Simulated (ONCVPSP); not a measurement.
# boron, ONCV: configuration errors across variants

* Element: boron (B)
* Generator: ONCVPSP 4.0.1
* Type: optimised norm-conserving Vanderbilt (ONCV)
* Functional: PBE
* Relativity: scalar-relativistic
* Frozen core: [He]
* Valence charge: 3
* Reference configuration: 2s2 2p1
* Partial waves: 2s: rc 1.35 bohr, ncon 3, nbas 8, qcut 5 1/bohr, 1 projector; 2p: rc 3.70 bohr, ncon 4, nbas 8, qcut 3 1/bohr, 2 projectors, debl 3.5 Ha
* Local potential: polynomial inside 1.05 bohr (lpopt 5, dvloc0 0 Ha)
* Core correction: Teter function, fcfact 3.75, rcfact 1

All-electron excitation energies from the reference (eV): (1) 2s2 2p0 8.219; (2) 2s1 2p0 33.642; (3) 2s2 2p0.5 2.887; (4) 2s0 2p3 11.721.

Errors AE − PS in meV (a dash: test not solved or not reliable):

| change | (1) | (2) | (3) | (4) | bound ghosts | GHOST(+) flags above zero |
| --- | --- | --- | --- | --- | --- | --- |
| base | +286 | +803 | +37 | -240 | none | p |
| p: rc 2.66 | +126 | +403 | +7.7 | -122 | none | p |
| p: rc 3.44 | +243 | +697 | +28 | -210 | none | p |
| p: rc 3.84 | +310 | +860 | +42 | -255 | none | p |
| p: rc 4.18 | +370 | +1010 | +57 | – | none | p |
| p: rc 4.46 | +424 | +1143 | +72 | – | none | p |
| p: rc 4.92 | +509 | +1361 | +82 | – | none | p |
| p: rc 5.36 | +601 | +1592 | +105 | – | none | p |

**Question.** Give the same row for: p: rc 3.02.

**Answer.** +177, +533, +16, -161; bound ghosts: none; GHOST(+) flags above zero: p.
